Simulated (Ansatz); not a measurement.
Gas-phase reaction in SMILES: Br[SiH](Br)Br → Br[Si-](Br)Br + H+
Each molecule is optimised on its own at B3LYP-D3(BJ)/def2-TZVP (Ansatz, an electronic-structure program).
Geometry of the first species:
```xyz
5

Si     0.0125    -0.0212     0.6158
Br     2.0707    -0.2841    -0.1537
Br    -0.7881     1.9418    -0.0193
Br    -1.2888    -1.6473    -0.1327
H      0.0421    -0.0716     2.0806
```

Quantity: gas-phase deprotonation energy (electronic energy difference), in kcal/mol. Valence correlation only, unless marked. No spin-orbit coupling. Frozen are the shells of the preceding noble gas and the d and f shells that filled before the atom's block. Non-relativistic. Anions need diffuse functions: def2-D sets add few; the other sets have none. CBS marks a two-point X^-3 extrapolation of the correlation energy; Hartree-Fock from the larger set.

| level | program | gas-phase deprotonation energy (kcal/mol) |
|---|---|---|
| HF/def2-TZVPP | Ansatz | 339.8 |

Task: What does CCSD(T)/CBS(def2-TZVPPD,def2-QZVPPD) (Ansatz) give?

Result: 335.2 kcal/mol, so HF/def2-TZVPP differs from it by 4.6 kcal/mol.
